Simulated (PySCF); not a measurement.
HCl3HfO, charge +1, doublet, at the geometry of the source list (the multiplicity is a formal guess) (core potentials on Hf).

The PySCF input:
```python
from pyscf import gto, scf

mol = gto.Mole()
mol.atom = '''
    Hf    0.354600    0.042300   -0.046000
    Cl    2.297800    0.911500   -0.760000
    Cl    0.776000   -0.742900    2.010200
    Cl   -0.064400   -1.780100   -1.287900
    O    -1.233800    0.953300   -0.004900
    H    -2.130200    0.615800    0.088600
'''
mol.basis = 'def2-svp'
mol.ecp = {'Hf': 'def2-svp'}
mol.charge = 1
mol.spin = 1
mol.verbose = 4
mol.build()

mf = scf.UHF(mol)
mf.kernel()
```

What does this run give for the nuclear repulsion energy, Mulliken (on the basis functions themselves) charges in atom order?


- nuclear repulsion energy = 377.9404 Eh
- Mulliken (on the basis functions themselves) charges in atom order = Hf1 1.30, Cl2 -0.02, Cl3 -0.05, Cl4 -0.02, O5 -0.51, H6 0.29

These values belong to the state on which the SCF converged, which isn't shown to be the lowest.
